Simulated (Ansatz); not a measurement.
Li₂Br₂, relaxed as a singlet with RKS PBE0-D4/def2-TZVP in Ansatz, starting from the GFN1-xTB geometry. Force threshold 0.02 eV/Å.

The structure comes from a short search, and lower isomers may exist.

Start:

```csv
atom,x (Å),y (Å),z (Å)
Li1,0.030,1.048,0.626
Li2,-0.032,-1.048,-0.626
Br3,0.977,-0.921,1.488
Br4,-0.975,0.920,-1.488
```

| step | energy (eV) | largest force component (eV/Å) | SCF passes |
| --- | --- | --- | --- |
| 1 | -140490.9144 | 0.354 | 15 |
| 2 | -140490.9668 | 0.111 | 18 |
| 3 | -140490.9726 | 0.039 | 19 |
| 4 | -140490.9730 | 0.005 | 20 |

Force components are those of the run's own axes.

End:

```xyz
4

Li    0.034    1.147    0.686
Li   -0.035   -1.147   -0.686
Br    0.941   -0.886    1.434
Br   -0.940    0.886   -1.434
```

By distances, no bond broke or formed. The bond that changes most is Li1–Br4, from 2.34 to 2.35 Å (atoms count from 1).

No frequencies were taken in this run, so the end may be a saddle point.

It took 8.5 s on 2 threads of Arm Neoverse V1 on a shared host.
